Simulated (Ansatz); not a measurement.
Program: Ansatz. Geometries: PBE0-D4/def2-TZVP. ΔE: electronic, gas phase. CCSD(T)/CBS is the MP2 limit (def2-TZVPP, def2-QZVPP) plus CCSD(T) − MP2 in def2-TZVPP, frozen cores. This one scheme is used for every species. DFT in def2-TZVPP. Each species was taken in one conformer, which may not be the lowest.

`NC[SiH2]N` + `C=N` → `C=N[SiH2]N` + CH₃NH₂  (ligand exchange at the Si–C bond)

`NC[SiH2]N`:

```xyz
12

N     0.722   -1.461   -0.318
C    -0.311   -0.900    0.555
Si   -0.723    0.830   -0.050
N     0.748    1.717    0.001
H     1.046   -2.357    0.024
H     0.353   -1.619   -1.248
H     0.105   -0.794    1.562
H    -1.219   -1.515    0.650
H    -1.733    1.498    0.815
H    -1.339    0.695   -1.411
H     1.569    1.220   -0.313
H     0.783    2.687   -0.265
```

`C=N`:

Cartesian coordinates in Å:
```
C 0.201 0.270 0.197
N -0.563 -0.730 0.130
H 0.626 0.794 -0.667
H 0.473 0.659 1.181
H -0.737 -0.992 -0.841
```

`C=N[SiH2]N`:

```xyz
10

C     1.955   -0.066   -0.418
N     0.883   -0.693   -0.219
Si   -0.698    0.042   -0.374
N    -1.659   -0.072    1.033
H     2.924   -0.567   -0.312
H     2.004    0.999   -0.705
H    -0.544    1.493   -0.693
H    -1.378   -0.696   -1.465
H    -2.016   -0.965    1.332
H    -1.473    0.525    1.822
```

CH₃NH₂:

Cartesian coordinates in Å:
```
C -0.476 0.252 -0.181
N 0.587 -0.665 0.192
H -0.265 1.316 -0.001
H -1.385 -0.005 0.369
H -0.702 0.132 -1.243
H 0.804 -0.578 1.177
H 1.437 -0.451 -0.314
```

| level | ΔE (kcal/mol) |
| --- | --- |
| PBE-D4 | -12.0 |
| r2SCAN | -13.5 |
| CCSD/def2-TZVPP | -13.1 |
| HF/def2-QZVPP | -16.6 |

**Question.** What does CCSD(T)/CBS give? (Estimate.)

**Answer.** The calculation gave: -13.1 kcal/mol. The listed levels differ from it by 1.1, -0.4, 0.0, -3.5 kcal/mol.

Largest T1 diagnostic among the species: 0.012.

In def2-TZVPP, CCSD(T) changes the Hartree–Fock value by +3.6 kcal/mol (the triples alone add +0.2 kcal/mol) and MP2 by +2.5 kcal/mol.
